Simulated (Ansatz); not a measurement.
Input file for Ansatz (a first-principles code): R-MP2/def2-TZVPP on H4Sn (SMILES [SnH4]). Elements past Kr take the def2 small-core potentials; no spin–orbit coupling. The run froze 9 orbitals, filled d shells among them.

Ansatz 0.2 input:
```yaml
crystal:
  periodic: [false, false, false]
  atoms:
    - {symbol: Sn, position_ang: [0.00000000, -0.00000000, 0.00000000]}
    - {symbol: H, position_ang: [1.30214389, 0.70021071, -0.85753929]}
    - {symbol: H, position_ang: [0.60264670, -0.85938185, 1.34889850]}
    - {symbol: H, position_ang: [-1.05756461, 1.23143117, 0.53514648]}
    - {symbol: H, position_ang: [-0.84722598, -1.07226003, -1.02650569]}
basis:
  gaussian:
    orbitals: def2-TZVPP
magnetization: {spin_polarized: false}
correlation: {method: mp2, electrons: outside_noble_gas}
accuracy: high
phonons: {}
scf: {lower_state_search: off}
```

Problem. Give the final energy of this run.

Solution. -215.7721 hartree.

Problem. How many basis functions does it have, and what does it roughly cost on one machine?

Solution. 106 functions; very roughly 70 core-seconds.
